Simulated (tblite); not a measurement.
Compound: C5H15FSi2.
Cartesian coordinates in Å at the GFN2-xTB level; atoms count from 1:
```
atom  x, y, z in Å
C1     2.8693   -0.4808    0.7767
C2     1.8253   -0.8623   -0.2681
Si3    0.0264   -0.6785    0.3493
C4    -1.1739   -1.0594   -1.0770
Si5   -3.0155   -0.7354   -0.7324
C6    -0.2677    1.0882    1.0096
C7    -0.0589    2.1499   -0.0475
F8    -0.2892    3.4095    0.4691
H9     2.7544   -1.0893    1.6701
H10    2.7649    0.5626    1.0630
H11    3.8773   -0.6280    0.3922
H12    1.9822   -0.2559   -1.1625
H13    1.9940   -1.8966   -0.5715
H14   -0.2002   -1.6061    1.4720
H15   -1.0572   -2.1079   -1.3497
H16   -0.8808   -0.4911   -1.9605
H17   -3.2415    0.6928   -0.5010
H18   -3.4373   -1.4992    0.4421
H19   -3.8012   -1.1513   -1.8985
H20   -1.2858    1.1739    1.3892
H21    0.3963    1.2973    1.8484
H22   -0.7559    2.0330   -0.8832
H23    0.9701    2.1614   -0.4199
```

Level: GFN2-xTB in tblite, geometry and Hessian alike; calculated harmonic values, unscaled, isolated species. Against measured fundamentals such values can be off by several per cent, at times by over 20. Modes of hydrogen on silicon can be 10 to 20 % off. One conformer, not necessarily the lowest.

Harmonic wavenumbers (cm⁻¹): 38.7, 43.8, 65.3, 89.4, 93.6, 107.0, 140.1, 167.6, 205.0, 219.7, 280.2, 294.6, 365.7, 492.0, 513.9, 612.3, 632.6, 659.0, 686.9, 704.8, 731.5, 742.2, 776.8, 789.9, 796.4, 802.9, 833.6, 919.7, 976.5, 998.6, 1019.4, 1022.0, 1075.7, 1079.3, 1139.4, 1184.0, 1233.6, 1241.7, 1267.2, 1291.2, 1337.2, 1418.1, 1455.2, 1458.2, 1483.9, 1486.5, 1511.4, 1513.2, 2177.1, 2238.7, 2254.7, 2265.9, 2942.3, 2951.4, 2963.0, 2971.0, 2982.8, 2988.1, 2992.9, 3006.3, 3015.8, 3035.8, 3041.7.

A = 1249, B = 900.9, C = 574.7 MHz; mass 150.070 u (most abundant isotopes); point group C1, symmetry number 1.

Problem. What is the zero-point energy?

Solution. Half the sum of the wavenumbers: 39912 cm⁻¹ = 114.12 kcal/mol.

Problem. What is S at 298.15 K and 1 bar for an ideal gas of classical rigid rotors and harmonic oscillators?

Solution. Translation 40.95, rotation 30.59, vibration 44.33: S = 115.9 cal/(mol K).

Problem. And Cp and H(298.15 K) − H(0)?

Solution. Cp = 48.37 cal/(mol K), of which vibrations give 40.42 (their classical limit is 63 R = 125.2); H(298.15 K) − H(0) = 8.89 kcal/mol without the zero-point energy, 6.52 from vibrations.

Problem. Which modes carry the vibrational entropy at 298.15 K?

Solution. 38.7 cm⁻¹: 5.32; 43.8 cm⁻¹: 5.08; 65.3 cm⁻¹: 4.29; 89.4 cm⁻¹: 3.67; 93.6 cm⁻¹: 3.58; 107.0 cm⁻¹: 3.32 cal/(mol K); the other 57 give 19.05 together.

Problem. Blend soft modes into free rotors: weight 1/[1 + (100 cm⁻¹/ν̃)⁴] for the oscillator and the rest for a rotor with moment μB/(μ + B), μ = h/(8π²ν), B = 10⁻⁴⁴ kg m². What vibrational entropy results?

Solution. 39.53 cal/(mol K) in place of 44.33, which changes −T·S at 298.15 K by +1.43 kcal/mol.

Problem. What must be added to the electronic energy to get the Gibbs energy at 298.15 K and 1 bar?

Solution. ZPE + [H(298.15 K) − H(0)] − T·S = 114.12 + 8.89 − 34.55 = 88.46 kcal/mol.

Problem. How do the functions run with temperature in this model?

Solution. 
```
 T (K)  S (cal/(mol K))  Cp (cal/(mol K))  H − H(0) (kcal/mol)  G − H(0) (kcal/mol)  ln q(vib)
    50             63.7              17.6                 0.60                -2.58       1.12
   100             78.4              25.0                 1.69                -6.16       3.35
373.15            127.7              57.3                12.86               -34.79      14.02
   500            146.3              70.2                20.97               -52.19      18.46
   750            178.5              88.4                40.96               -92.91      26.65
  1000            205.7             100.5                64.66              -141.03      34.13
```

q(vib) and H(0) count from the zero-point level.

Hindered rotation and anharmonicity are outside this model. Other conformers, if any are populated, would add a mixing term that is left out. The structure is chiral; the term R ln 2 for an equal mix with its mirror image is left out.
